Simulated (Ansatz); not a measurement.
Basis sets compared for the cluster CuSi₄⁺. The state is a singlet with charge 1. Geometry PBE-D4/def2-SVP. Ansatz on 4 threads of Arm Neoverse V2 on a shared host; times are rough, and most runs start from earlier orbitals.

Cartesian coordinates in Å:
```
Cu 0.003 -0.006 0.002
Si 0.308 1.556 4.240
Si 0.154 0.762 2.089
Si -0.151 -0.768 -2.087
Si -0.315 -1.544 -4.244
```

The restricted singlet is unstable towards broken spin symmetry in Hartree–Fock (as tested in another run); at PBE-D4/def2-SVP, PBE-D4/def2-TZVP, PBE0-D4/def2-SVP, PBE0-D4/def2-TZVP this wasn't settled. No other spin state of charge 1 was run. Another isomer (singlet) lies 5.19 eV lower at PBE0-D4/def2-TZVP; other spin states weren't run for this one.

```
           level  functions  energy (Eh)  HOMO (eV)  LUMO (eV)  wall time
 PBE-D4/def2-SVP        103   -2796.6314      -9.43      -9.19        1 s
PBE0-D4/def2-SVP        103   -2796.6878      -9.87      -8.60        6 s
```

Task: Estimate the rows for PBE-D4/def2-TZVP (with forces), PBE0-D4/def2-TZVP.

Result: 
| level | functions | energy (Eh) | HOMO (eV) | LUMO (eV) | wall time |
| --- | --- | --- | --- | --- | --- |
| PBE-D4/def2-TZVP (with forces) | 193 | -2797.2808 | -9.40 | -9.16 | 2.7 s |
| PBE0-D4/def2-TZVP | 193 | -2797.3252 | -9.84 | -8.54 | 18 s |
